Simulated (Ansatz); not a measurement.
C$_{2}$H$_{7}$FOSi (`C[SiH2]C(O)F`). The species carries charge 0 and has multiplicity 1. The structure was optimised at the PBE0-D4/def2-TZVP level. It is one conformer, not always the lowest.

```xyz
12

C     1.517   -0.537    0.681
Si   -0.313   -0.246    0.870
C    -1.046    0.300   -0.812
O    -0.368    1.418   -1.251
F    -0.876   -0.745   -1.731
H     2.011    0.378    0.348
H     1.964   -0.849    1.627
H     1.701   -1.316   -0.062
H    -0.611    0.827    1.856
H    -1.036   -1.481    1.277
H    -2.131    0.470   -0.777
H    -0.811    1.780   -2.027
```

(1) What is the dipole moment at r2SCAN/def2-TZVPP? (Estimate.)

(2) And with PBE, B3LYP, ωB97M-V? (An estimate is asked.)

(3) Give the Mulliken charges with r2SCAN, PBE, B3LYP in def2-TZVPP. (Estimate.)

Results:

(1) The calculation gave: 1.05 D, with components (-0.44, 0.95, 0.05) D in this frame, pointing from negative to positive charge.

(2) Ansatz gave: PBE 1.02 D, B3LYP 1.09 D, ωB97M-V 1.09 D.

(3) The calculation gave: 
| atom | r2SCAN | PBE | B3LYP |
| --- | --- | --- | --- |
| C1 | -0.31 | -0.38 | -0.39 |
| Si2 | 0.34 | 0.26 | 0.34 |
| C3 | 0.21 | 0.13 | 0.18 |
| O4 | -0.33 | -0.27 | -0.31 |
| F5 | -0.24 | -0.20 | -0.25 |
| H6 | 0.09 | 0.12 | 0.12 |
| H7 | 0.08 | 0.11 | 0.10 |
| H8 | 0.09 | 0.12 | 0.12 |
| H9 | -0.08 | -0.07 | -0.08 |
| H10 | -0.08 | -0.07 | -0.08 |
| H11 | 0.04 | 0.07 | 0.08 |
| H12 | 0.20 | 0.19 | 0.19 |

B3LYP here is the variant with VWN-RPA as its local correlation; programs differ in this.
